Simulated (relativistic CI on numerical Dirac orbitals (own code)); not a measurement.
**Co4+ in a cubic cluster: 3s photoemission with charge transfer**

Computed with a charge-transfer multiplet model of a cubic metal-ligand cluster with up to 2 ligand holes, Slater and spin-orbit integrals from Dirac-Coulomb-Breit ions, Slater integrals scaled by 0.8. The ground state mixes d5 with configurations of k ligand holes L, whose averages lie at kΔ + k(k − 1)U_dd/2; a core hole lowers each added d electron by U_cd. 20 K, Lorentzian 1.4 eV and Gaussian 0.8 eV FWHM.

Atomic integrals in eV (Slater integrals scaled, ζ unscaled), ground: F2dd 10.866, F4dd 6.824, zeta_d 0.080; with the core hole: F2dd 11.602, F4dd 7.319, zeta_d 0.090, G2cd 11.207.

Cluster parameters (eV): Δ = 1, U_dd = 6.4, U_cd = 7.6, 10Dq = 1.6, 10Dq(ligand) = 1.3, final-state hopping factor = 0.9.

```tsv
Case	n_d	d5	d6L	d7L2	S
V(eg) = 3.45 eV, V(t2g) = -1.6 eV	5.81	0.33	0.54	0.14	0.55
V(eg) = 3.75 eV, V(t2g) = -1.74 eV	5.83	0.32	0.54	0.15	0.53
V(eg) = 4.05 eV, V(t2g) = -1.88 eV	5.85	0.31	0.54	0.15	0.52
```

Weights, n_d and S are thermal averages at 20 K. Binding energies count from the first peak over 30 % of the highest in each spectrum, which can be another peak from case to case. The parameters are a model scan and need not match a compound or its usual spin state. Peaks in eV (height, largest 100):
- V(eg) = 3.45 eV, V(t2g) = -1.6 eV: 0.0 (100), 4.4 (34), 8.4 (17), 13.7 (11), 18.8 (6)
- V(eg) = 3.75 eV, V(t2g) = -1.74 eV: 0.0 (100), 4.3 (32), 8.7 (14), 14.5 (9)
- V(eg) = 4.05 eV, V(t2g) = -1.88 eV: 0.0 (100), 4.3 (32), 9.1 (11), 15.4 (8)

Curve for V(eg) = 4.05 eV, V(t2g) = -1.88 eV (points under 2 left out, the grid thinned):

```tsv
E (eV)	Intensity
-4.1	3.8
-3.5	5.2
-2.9	7.5
-2.3	11.6
-1.7	20.5
-1.2	36.4
-0.6	72.2
0.0	100.0
0.6	72.6
1.2	36.3
1.8	20.1
2.4	14.9
3.0	15.8
3.6	23.1
4.1	30.8
4.7	28.1
5.3	20.0
5.9	17.0
6.5	15.9
7.1	12.9
7.7	10.1
8.3	10.3
8.9	11.1
9.4	10.9
10.0	8.4
10.6	5.4
11.2	3.9
11.8	3.3
12.4	3.1
13.0	3.1
13.6	3.6
14.1	4.6
14.7	6.9
15.3	8.4
15.9	7.4
16.5	5.2
17.1	3.6
17.7	3.1
18.3	3.2
18.9	3.5
19.4	3.6
20.0	3.8
20.6	4.0
21.2	3.3
21.8	2.1
```

For the case V(eg) = 3.75 eV, V(t2g) = -1.74 eV, Δ = 1 eV is smaller than U_dd = 6.4 eV, the charge-transfer side of the Zaanen-Sawatzky-Allen scheme. With the core hole the average of the configuration with one ligand hole lies at Δ − U_cd = -6.6 eV before mixing: the effective hopping of about 6.2 eV (from the holes of the mixed ground state) is comparable with this gap or larger, so the configurations mix strongly.

With at most 2 ligand holes the space is cut while the next configuration still counts, so covalency is underestimated, and a final configuration with one more ligand hole, which can lie low, is missing from the spectra.

Without intra-shell correlation the exchange splitting of the 3s hole comes out too large.
